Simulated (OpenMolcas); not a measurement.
## C II: from CASSCF to CASPT2

```yaml
Program: OpenMolcas 26.06
Basis: ANO-RCC-VTZP [4s3p2d1f]
Scalar_Hamiltonian: DKH2, point nucleus
Active_space: 3 electrons in 4 orbitals (2s 2p)
State_averaging: 2S+1 = 4 odd, 1 root; 2S+1 = 2 odd, 11 roots; 2S+1 = 4 even, 3 roots; 2S+1 = 2 even, 9 roots
Spin-orbit_coupling: RASSI with atomic mean-field integrals over the reference wave functions, term energies averaged over their components
```

Methods on the same reference wave functions:
A. CASSCF
B. SS-CASPT2, IPEA 0.25 Eh, imaginary shift 0.1 Eh (closed shells correlated: 1s)
C. MS-CASPT2, IPEA 0.25 Eh, imaginary shift 0.1 Eh (closed shells correlated: 1s)
D. XMS-CASPT2, IPEA 0.25 Eh, imaginary shift 0.1 Eh (closed shells correlated: 1s)

Energies in cm⁻¹ above 2s² 2p ²P°_1/2, the measured ground level; measured values from NIST Handbook of Basic Atomic Spectroscopic Data.

```csv
Level,A,B,C,D,Measured
2s² 2p ²P°_1/2,0.0,0.0,0.0,0.0,0.0
2s² 2p ²P°_3/2,56.9,56.9,57.3,57.2,63.4
2s 2p² ⁴P_1/2,37422,41300,41340,42980,43003
2s 2p² ⁴P_3/2,37442,41320,41360,43010,43025
2s 2p² ⁴P_5/2,37477,41360,41400,43040,43054
2s 2p² ²D_3/2,80895,75050,75090,74830,74933
2s 2p² ²D_5/2,80895,75050,75090,74830,74930
2s 2p² ²S_1/2,102733,97430,97470,98590,96494
2s 2p² ²P_1/2,121313,113160,113200,113340,110624
2s 2p² ²P_3/2,121353,113200,113240,113380,110666
2p³ ⁴S°_3/2,139491,140820,140860,142830,142027
2p³ ²D°_3/2,161823,152570,152610,152180,150467
2p³ ²D°_5/2,161823,152570,152610,152180,150462
2p³ ²P°_1/2,185152,173920,174010,174210,168730
2p³ ²P°_3/2,185155,173930,174010,174210,168748
```

Deviations, from unrounded energies. A percentage is the sum of absolute deviations over the sum of measured energies, with the sign that they share, or ± where signs differ.

```
                  Against measurement  Levels      A      B     C     D
       mean absolute deviation (cm-1)      14   8200   1900  2000  1600
fine structure of the ground term (%)       1  -10.2  -10.2  -9.6  -9.8
             other configurations (%)      13   ±8.3   ±2.0  ±2.0  ±1.7
```

D lies closest to measurement on these levels and A furthest from it. The largest miss of D in the table is 2p³ ²P°_1/2, by +5500 cm-1. The ranking rests on the paired levels alone, and a cruder setting can come out closer through cancelling errors.

Among B to D the level of the table that moves most is 2p³ ⁴S°_3/2, by 2000 cm-1 (lowest in B, highest in D). Moves below CASPT2's spread within the term are not significant.

The mean deviations of B to D differ by less than CASPT2's widest spread within a term (1600 cm-1), so their order carries little weight.

The lowest spin-free term lies below A's lowest term by 0.040 hartree in B, 0.040 hartree in C, 0.049 hartree in D.

CASPT2 does not keep the components of a term degenerate, so their means are used; among the terms shown or strongly mixed into the levels shown the widest spread is 1600 cm-1 (2p³ ²D°, D). Over all roots computed the reference weight is 0.93 to 0.99 in D; the roots of lowest weight are the least certain, and an intruder state may touch them. Without dynamic correlation excited terms often stand tens of per cent too high (terms of higher spin than the ground term too low), and those without a measured partner can miss by more than the paired ones (holds for A). Measured partners are found by configuration, term and J. A level has none where our copy of the source lacks it or the pairing is in doubt (some pairs that miss far off the trend of their configuration count as doubtful), and it then counts in no deviation. Only configurations of the active space appear.

° marks odd parity.
